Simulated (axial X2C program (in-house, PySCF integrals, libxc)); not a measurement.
## Excited states of SnSe by EOM-EE-CCSD

Calculated with an in-house all-electron X2C program for linear molecules (integrals from PySCF): two-component X2C with atomic mean-field Coulomb and Gaunt terms, Gaussian nuclei, basis Sn dyall-acv3z, Se dyall-acv3z with contracted cores.

R = 2.329 Å (near the PBE0 minimum at charge 0 of the determinant lowest at the starting distance; the state shown can have its own minimum elsewhere).

Hartree–Fock spinors of SnSe (one of each Kramers pair; a window near the gap, which can cut inner shells):

| ω | occupied | ε (eV) | character |
| --- | --- | --- | --- |
| 1/2 | yes | -23.61 | 67% Se s, 11% Sn p, 10% Sn s |
| 1/2 | yes | -14.78 | 50% Sn s, 32% Se p, 8% Se s |
| 1/2 | yes | -9.42 | 47% Se p, 34% Sn p, 12% Sn s |
| 1/2 | yes | -9.14 | 64% Se p, 23% Sn p, 5% Sn d |
| 3/2 | yes | -8.93 | 71% Se p, 17% Sn p, 6% Sn d |
| 1/2 | no | -0.22 | 63% Sn p, 13% Sn d, 10% Se p |
| 3/2 | no | -0.05 | 64% Sn p, 13% Sn d, 9% Se p |
| 1/2 | no | 0.68 | 61% Sn p, 36% Sn s |
| 1/2 | no | 0.99 | 49% Sn s, 34% Sn p, 8% Sn d |
| 1/2 | no | 1.05 | 90% Sn p, 3% Sn s, 2% Se d |
| 3/2 | no | 1.10 | 93% Sn p, 3% Se d, 2% Se p |

Vertical excitation energies from the closed-shell determinant state of SnSe:

| Ω | excitation (eV) | cm⁻¹ | hole of the leading pair | particle of the leading pair | weight of the pair (for Ω = 0 its time-reversed partner can hold as much again) | singles weight |
| --- | --- | --- | --- | --- | --- | --- |
| 1 | 2.394 | 19313 | 71% Se pπ, 17% Sn pπ, 6% Sn dπ | 61% Sn pπ, 15% Se pπ, 13% Se dπ | 0.74 | 0.93 |
| 0⁻ | 2.468 | 19906 | 64% Se pπ, 18% Sn pπ | 61% Sn pπ, 15% Se pπ, 13% Se dπ | 0.27 | 0.94 |
| 0⁺ | 2.687 | 21674 | 40% Sn pσ, 36% Se pσ, 17% Sn sσ | 63% Sn pπ, 13% Se pπ, 10% Se dπ | 0.47 | 0.94 |
| 0⁻ | 2.690 | 21693 | 39% Sn pσ, 36% Se pσ, 17% Sn sσ | 63% Sn pπ, 13% Se pπ, 10% Se dπ | 0.45 | 0.94 |
| 2 | 2.710 | 21857 | 71% Se pπ, 17% Sn pπ, 6% Sn dπ | 62% Sn pπ, 14% Se pπ, 12% Se dπ | 0.82 | 0.92 |
| 1 | 2.747 | 22160 | 37% Se pπ, 19% Sn pσ, 17% Se pσ | 62% Sn pπ, 14% Se pπ, 11% Se dπ | 0.79 | 0.94 |
| 1 | 2.852 | 23005 | 49% Se pπ, 13% Se pσ, 13% Sn pσ | 62% Sn pπ, 14% Se pπ, 12% Se dπ | 0.76 | 0.93 |
| 3 | 2.884 | 23258 | 71% Se pπ, 17% Sn pπ, 6% Sn dπ | 61% Sn pπ, 14% Se pπ, 14% Se dπ | 0.92 | 0.92 |
| 2 | 2.963 | 23900 | 40% Sn pσ, 36% Se pσ, 17% Sn sσ | 63% Sn pπ, 12% Se pπ, 11% Se dπ | 0.92 | 0.94 |

This point took 30 s on 1 thread of Intel(R) Xeon(R) Platinum 8259CL CPU @ 2.50GHz (Skylake/Cascade Lake), with other jobs on the host.

Reference electrons by ω block (each with its −ω partner): 1/2: 27, 3/2: 12, 5/2: 3. 10 electrons of SnSe correlated (inner shells frozen), 88 natural virtual spinors (a truncated set); levels can be off by some tenths of an eV. Roots sought by Ω: (0: 5, 1: 4, 2: 3, 3: 1); rows need 60 % singles weight and stop where some Ω has no more roots. Missing are any skipped roots, higher Ω and states of a further excitation; these come out far too high here and may in truth be low or lowest. T1 of the reference 0.028 (Lee–Taylor). Number of frozen shells: Sn 4 s, 3 p, 2 d; Se 3 s, 2 p, 1 d. Large amplitudes in the reference (orbital relaxation or multireference character) lower the reliability.
